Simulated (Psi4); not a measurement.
Internal rotation in C₄H₁₄SSi₂, SMILES CS[SiH2][Si](C)(C)C. Scanned: dihedral C1–S2–Si3–Si4; all other coordinates were relaxed at GFN2-xTB. Points at φ and −φ are mirror images.

Geometry of the scan point at -100° (Å):
```
21

C      4.0071     0.5934     0.0443
S      2.3217     1.1104    -0.4045
Si     1.1615    -0.5467     0.3802
Si     0.5924    -2.0295    -1.3283
C     -0.4030    -3.4813    -0.5897
C     -0.4740    -1.1561    -2.6521
C      2.1548    -2.7356    -2.1834
H      4.2504    -0.3420    -0.4502
H      4.0811     0.4864     1.1217
H      4.6750     1.3770    -0.2974
H      2.0139    -1.0682     1.4541
H      0.0540     0.1410     1.0426
H     -0.7042    -4.1865    -1.3585
H      0.1766    -4.0293     0.1468
H     -1.3051    -3.1292    -0.0986
H     -0.7052    -1.8152    -3.4849
H     -1.4163    -0.8136    -2.2339
H      0.0389    -0.2864    -3.0530
H      1.8977    -3.4318    -2.9773
H      2.7486    -1.9413    -2.6277
H      2.7895    -3.2660    -1.4783
```

Method: PBE-D3(BJ)/def2-SVP // GFN2-xTB (Psi4).

Scanned values (°): -160, -140, -120, -100, -80, -60, -40, -20, 0, 20, 40, 60, 80, 100, 120, 140, 160, 180.

Problem. Describe the profile: where are the wells and the tops?

Solution. Lower than their neighbours: -80° (0.3 mEh), 80° (0.3 mEh), 180° (0.0 mEh). Higher than their neighbours: -120° (2.4 mEh), 0° (3.7 mEh), 120° (2.4 mEh). The whole profile spans 3.7 mEh.
